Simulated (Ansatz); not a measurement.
`B[SiH2][GeH2][SiH3]` → `B[SiH2][GeH3]` + `[SiH2]` at 500 K and 1 bar (silylene loss).

Program: Ansatz. Geometries: PBE0-D4/def2-TZVP. ΔE: electronic, gas phase. CCSD(T)/CBS is the MP2 limit (def2-TZVPP, def2-QZVPP) plus CCSD(T) − MP2 in def2-TZVPP, frozen cores. This one scheme is used for every species. For Ge outer-core shells are correlated without core-valence functions, which leaves a few kJ/mol of doubt a bond. Scalar relativity is left out up to krypton. One conformer a species, not always the lowest.

```json
{"species": "`B[SiH2][GeH2][SiH3]`", "CCSD(T)/CBS energy (Eh)": "-2684.43718", "H − E (kJ/mol)": "266.1", "S (J/(mol·K))": "500.5"}
{"species": "`B[SiH2][GeH3]`", "CCSD(T)/CBS energy (Eh)": "-2394.14795", "H − E (kJ/mol)": "204.3", "S (J/(mol·K))": "411.2"}
{"species": "`[SiH2]`", "CCSD(T)/CBS energy (Eh)": "-290.19011", "H − E (kJ/mol)": "48.0", "S (J/(mol·K))": "226.5"}
```

H − E and S are ideal-gas, rigid-rotor, harmonic terms from PBE0-D4/def2-TZVP, for one conformer and one mirror image of each species. 1 Eh = 2625.50 kJ/mol, R = 8.31446 J/(mol·K).

By hand: ΔE, ΔH, ΔS and ΔG.

ΔE = (-2394.14795) + (-290.19011) − (-2684.43718) = 0.09912 Eh = 260.2 kJ/mol. Δ(H − E) = 204.3 + 48.0 − 266.1 = -13.8, so ΔH = 246.4 kJ/mol. ΔS = 411.2 + 226.5 − 500.5 = 137.2 J/(mol·K). ΔG = 246.4 − 500 × (137.2)/1000 = 177.8 kJ/mol.

By hand: the equilibrium constant, and the temperature at which ΔG would vanish if ΔH and ΔS stayed fixed.

log₁₀ K = −ΔG/(RT ln 10) = -18.6. ΔG = 0 at ΔH/ΔS = 1796 K.

The number of gas molecules changes by +1, which sets the sign of ΔS. A doubt of 5 kJ/mol in ΔE shifts log₁₀ K by 0.5 here. Other conformers and mirror images would add mixing entropy, several J/(mol·K) or more a flexible species. Modes under 60 cm⁻¹, often nearly free rotors, make the harmonic entropy too high. These are equilibria of isolated gas molecules and say nothing of rates. Largest T1 diagnostic: 0.014 (customary marks: 0.02 for closed shells, 0.045 for open ones).
